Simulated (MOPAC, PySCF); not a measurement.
H7AlN2Si, SMILES `[NH2][Al]([NH2])[SiH3]`, neutral singlet in the gas phase. 

Cartesian coordinates (Å):
```xyz
11

N     -1.2699    -1.5358    -0.4089
Al    -0.4527    -0.0072    -0.0283
N     -1.4139     1.4609     0.2364
Si     1.9871     0.0570     0.1279
H     -0.7819    -2.4027    -0.5706
H     -2.2641    -1.6779    -0.4968
H     -2.4189     1.5296     0.1939
H     -1.0171     2.3611     0.4549
H      2.5863     1.0172    -0.8380
H      2.5933    -1.2729    -0.1502
H      2.4517     0.4707     1.4796
```
Charge 0, multiplicity 1.

All levels are single points at this geometry (B3LYP-D3(BJ)/def2-TZVP); Pople sets use spherical d functions. Orbital energies aren't observables, and empty levels follow the basis.

B3LYP/6-31G* in PySCF gives gap (eV) = 6.20.

Problem. Estimate the gap (eV) from each of these levels: B3LYP-D3(BJ)/def2-TZVP in PySCF; PBE-D3(BJ)/def2-TZVP in PySCF; B3LYP/6-311+G** in PySCF; BP86/6-31G* in PySCF; M06-2X/6-31G* in PySCF; PBE/6-31G* in PySCF; HF/3-21G in PySCF; HF/6-31G* in PySCF; AM1 in MOPAC; PM3 in MOPAC; PM6 in MOPAC; PM7 in MOPAC.

Solution. 
| level | gap (eV) |
|---|---|
| B3LYP-D3(BJ)/def2-TZVP in PySCF | 6.25 |
| PBE-D3(BJ)/def2-TZVP in PySCF | 4.51 |
| B3LYP/6-311+G** in PySCF | 6.22 |
| BP86/6-31G* in PySCF | 4.52 |
| M06-2X/6-31G* in PySCF | 8.76 |
| PBE/6-31G* in PySCF | 4.47 |
| HF/3-21G in PySCF | 12.87 |
| HF/6-31G* in PySCF | 12.90 |
| AM1 in MOPAC | 8.94 |
| PM3 in MOPAC | 7.53 |
| PM6 in MOPAC | 9.44 |
| PM7 in MOPAC | 10.69 |
